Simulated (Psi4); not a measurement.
CH3O2, charge +1, singlet, geometry from GFN2-xTB; Psi4 with B2PLYP/pcseg-1.

Psi4 was given this input:
```
memory 2 GB

molecule mol {
1 1
O    -1.054347   -0.407455   -0.125618
C    -0.104443    0.404061   -0.046834
O     1.111948    0.184612    0.151448
H    -0.915581   -1.376923   -0.029918
H    -0.378179    1.463063   -0.169580
H     1.459610   -0.727763    0.273866
}

set {
  basis pcseg-1
  reference rks
}

energy('b2plyp')
print_variables()
```

The log (banner, timings and long lists left out):

```
   => Loading Basis Set <=

    Name: PCSEG-1
    Role: ORBITAL
    Keyword: BASIS

         ---------------------------------------------------------
                                   SCF
               by Justin Turney, Rob Parrish, Andy Simmonett
                          and Daniel G. A. Smith
                              RKS Reference
         ---------------------------------------------------------

  ==> Geometry <==

    Molecular point group: c1
    Full point group: C1

    Geometry (in Angstrom), charge = 1, multiplicity = 1:

       Center              X                  Y                   Z               Mass
    ------------   -----------------  -----------------  -----------------  -----------------
         O           -1.050840649112    -0.421019958468    -0.124045904092    15.994914619570
         C           -0.100936649112     0.390496041532    -0.045261904092    12.000000000000
         O            1.115454350888     0.171047041532     0.153020095908    15.994914619570
         H           -0.912074649112    -1.390487958468    -0.028345904092     1.007825032230
         H           -0.374672649112     1.449498041532    -0.168007904092     1.007825032230
         H            1.463116350888    -0.741327958468     0.275438095908     1.007825032230

  Running in c1 symmetry.

  Rotational constants: A =      2.31630  B =      0.38269  C =      0.32843 [cm^-1]
  Rotational constants: A =  69441.05757  B =  11472.89618  C =   9846.13910 [MHz]
  Nuclear repulsion =   78.417324267981940

  Charge       = 1
  Multiplicity = 1
  Electrons    = 24
  Nalpha       = 12
  Nbeta        = 12

  ==> Algorithm <==

  SCF Algorithm Type is DF.
  DIIS enabled.
  MOM disabled.
  Fractional occupation disabled.
  Guess Type is SAD.
  Energy threshold   = 1.00e-06
  Density threshold  = 1.00e-06
  Integral threshold = 1.00e-12

  ==> Primary Basis <==

  Basis Set: PCSEG-1
    Blend: PCSEG-1
    Number of shells: 27
    Number of basis functions: 57
    Number of Cartesian functions: 60
    Spherical Harmonics?: true
    Max angular momentum: 2

  ==> DFT Potential <==

   => LibXC <=

    Version 7.1.2
    S. Lehtola, C. Steigemann, M. J. T. Oliveira, and M. A. L. Marques,  SoftwareX 7, 1–5 (2018) (10.1016/j.softx.2017.11.002)

   => Composite Functional: B2PLYP <=

    B2PLYP Double Hybrid Exchange-Correlation Functional

    S. Grimme, J. Chem. Phys., 124, 034108, 2006

    Deriv               =              1
    GGA                 =           TRUE
    Meta                =          FALSE

    Exchange Hybrid     =           TRUE
    MP2 Hybrid          =           TRUE

   => Exchange Functionals <=

    0.4700     XC_GGA_X_B88

   => Exact (HF) Exchange <=

    0.5300               HF

   => Correlation Functionals <=

    0.7300     XC_GGA_C_LYP

   => MP2 Correlation <=

    0.2700       MP2

   => LibXC Density Thresholds  <==

    XC_GGA_C_LYP:  1.00E-14
    XC_GGA_X_B88:  1.00E-15

   => Molecular Quadrature <=

    Radial Scheme          =       TREUTLER
    Pruning Scheme         =           NONE
    Nuclear Scheme         =       TREUTLER

    Blocking Scheme        =         OCTREE
    BS radius alpha        =              1
    Pruning alpha          =              1
    Radial Points          =             75
    Spherical Points       =            302
    Total Points           =         130416
    Total Blocks           =           1044
    Max Points             =            256
    Max Functions          =             57
    Weights Tolerance      =       1.00E-15

   => Loading Basis Set <=

    Name: (PCSEG-1 AUX)
    Role: JKFIT
    Keyword: DF_BASIS_SCF

  ==> Integral Setup <==

  SCF_SUBTYPE=INCORE selected. In-core MEM_DF algorithm will be used.
  Using in-core AOs.

  ==> MemDFJK: Density-Fitted J/K Matrices <==

    J tasked:                   Yes
    K tasked:                   Yes
    wK tasked:                   No
    Algorithm:                 Core
    Schwarz Cutoff:           1E-12
    Mask sparsity (%):       0.0616
    Fitting Condition:        1E-10

   => Auxiliary Basis Set <=

  Basis Set: (PCSEG-1 AUX)
    Blend: DEF2-UNIVERSAL-JKFIT
    Number of shells: 93
    Number of basis functions: 283
    Number of Cartesian functions: 335
    Spherical Harmonics?: true
    Max angular momentum: 4

  Minimum eigenvalue in the overlap matrix is 1.3500973942E-02.
  Reciprocal condition number of the overlap matrix is 2.9867563899E-03.
    Using symmetric orthogonalization.

  ==> Pre-Iterations <==

  SCF Guess: Superposition of Atomic Densities via on-the-fly atomic UHF (no occupation information).

   -------------------------
    Irrep   Nso     Nmo
   -------------------------
     A         57      57
   -------------------------
    Total      57      57
   -------------------------

  ==> Iterations <==

                           Total Energy        Delta E     RMS |[F,P]|

   @DF-RKS iter SAD:  -189.64919042156953   -1.89649e+02   0.00000e+00
   @DF-RKS iter   1:  -189.59485952413311    5.43309e-02   8.22439e-03 DIIS/ADIIS
   @DF-RKS iter   2:  -189.60798139357834   -1.31219e-02   7.82672e-03 DIIS/ADIIS
   @DF-RKS iter   3:  -189.67559317926757   -6.76118e-02   6.55509e-04 DIIS/ADIIS
   @DF-RKS iter   4:  -189.67613235799359   -5.39179e-04   1.55599e-04 DIIS/ADIIS
   @DF-RKS iter   5:  -189.67617359151387   -4.12335e-05   3.88279e-05 DIIS
   @DF-RKS iter   6:  -189.67617580469548   -2.21318e-06   4.10327e-06 DIIS
   @DF-RKS iter   7:  -189.67617587273944   -6.80440e-08   1.03426e-06 DIIS
   @DF-RKS iter   8:  -189.67617587520414   -2.46470e-09   9.81376e-08 DIIS
  Energy and wave function converged.

  ==> Post-Iterations <==

   Electrons on quadrature grid:
      Ntotal   =   24.0000121639 ; deviation = 1.216e-05

    Orbital Energies [Eh]
    ---------------------

    Doubly Occupied:

[...]
    Virtual:

[...]
    Final Occupation by Irrep:
              A
    DOCC [    12 ]
    NA   [    12 ]
    NB   [    12 ]

  @DF-RKS Final Energy:  -189.67617587520414

   => Energetics <=

    Nuclear Repulsion Energy =             78.4173242679819396
    One-Electron Energy =                -407.1261171464415725
    Two-Electron Energy =                 150.2410383121442976
    DFT Exchange-Correlation Energy =     -11.2084213088887950
    Empirical Dispersion Energy =           0.0000000000000000
    VV10 Nonlocal Energy =                  0.0000000000000000
    Total Energy =                       -189.6761758752041374

Computation Completed

Properties will be evaluated at   0.000000,   0.000000,   0.000000 [a0]

Properties computed using the SCF density matrix

 Multipole Moments:

 ------------------------------------------------------------------------------------
     Multipole            Electronic (a.u.)      Nuclear  (a.u.)        Total (a.u.)
 ------------------------------------------------------------------------------------

 L = 1.  Multiply by 2.5417464519 to convert [e a0] to [Debye]
 Dipole X            :          0.0476376            0.1656511            0.2132886
 Dipole Y            :         -0.1842844           -0.6408533           -0.8251377
 Dipole Z            :          0.0213597            0.0742783            0.0956380
 Magnitude           :                                                    0.8576076

 ------------------------------------------------------------------------------------

   => Loading Basis Set <=

    Name: (PCSEG-1 AUX)
    Role: RIFIT
    Keyword: DF_BASIS_MP2

	 --------------------------------------------------------
	                          DF-MP2
	      2nd-Order Density-Fitted Moller-Plesset Theory

	        Rob Parrish, Justin Turney, Andy Simmonett,
	           Ed Hohenstein, and C. David Sherrill
	 --------------------------------------------------------

   => Auxiliary Basis Set <=

  Basis Set: (PCSEG-1 AUX)
    Blend: DEF2-SVP-RI
    Number of shells: 66
    Number of basis functions: 186
    Number of Cartesian functions: 210
    Spherical Harmonics?: true
    Max angular momentum: 3

	 --------------------------------------------------------
	                 NBF =    57, NAUX =   186
	 --------------------------------------------------------
	   CLASS    FOCC     OCC    AOCC    AVIR     VIR    FVIR
	   PAIRS       0      12      12      45      45       0
	 --------------------------------------------------------

	-----------------------------------------------------------
	 ==================> DF-MP2 Energies <====================
	-----------------------------------------------------------
	 Reference Energy          =    -189.6761758752041374 [Eh]
	 Singles Energy            =      -0.0000000000000000 [Eh]
	 Same-Spin Energy          =      -0.1614876011788961 [Eh]
	 Opposite-Spin Energy      =      -0.4465895288597437 [Eh]
	 Correlation Energy        =      -0.6080771300386398 [Eh]
	 Total Energy              =    -190.2842530052427890 [Eh]
	-----------------------------------------------------------
	 ================> DF-SCS-MP2 Energies <==================
	-----------------------------------------------------------
	 SCS Same-Spin Scale       =       0.3333333333333333 [-]
	 SCS Opposite-Spin Scale   =       1.2000000000000000 [-]
	 SCS Same-Spin Energy      =      -0.0538292003929654 [Eh]
	 SCS Opposite-Spin Energy  =      -0.5359074346316924 [Eh]
	 SCS Correlation Energy    =      -0.5897366350246578 [Eh]
	 SCS Total Energy          =    -190.2659125102287874 [Eh]
	-----------------------------------------------------------

    B2PLYP Energy Summary
    ---------------------
    DFT Reference Energy                  =  -189.6761758752041374
    Scaled MP2 Correlation                =    -0.1641808251104328
    @Final double-hybrid DFT total energy =  -189.8403567003145724

  Variable Map:
  ----------------------------------------------------------------------------
[...]
  Array Variable Map:
  ----------------------------------------------------------------------------
[...]
[...]
```
